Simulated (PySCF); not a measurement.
Correlation energy of Fe (iron, neutral)

[Ar] 3d6 4s2, high-spin 5D determinant. All numbers are calculated (PySCF 2.14, the non-relativistic Hamiltonian (point nucleus), in def2-TZVP). Frozen: [Ar]; 8 electrons correlated.

MP2 pair energies summed by pair of shells (mhartree):

```json
{"pair": "3d-3d", "energy": "-101.37", "share (%)": "70.4"}
{"pair": "3d-4s", "energy": "-22.35", "share (%)": "15.5"}
{"pair": "4s-4s", "energy": "-20.29", "share (%)": "14.1"}
```

Total MP2 correlation energy: -144.00 mhartree.

Same-spin part -68.63 and opposite-spin part -75.38 mhartree; SCS-MP2 scales them by 1/3 and 6/5 to -113.33 mhartree.
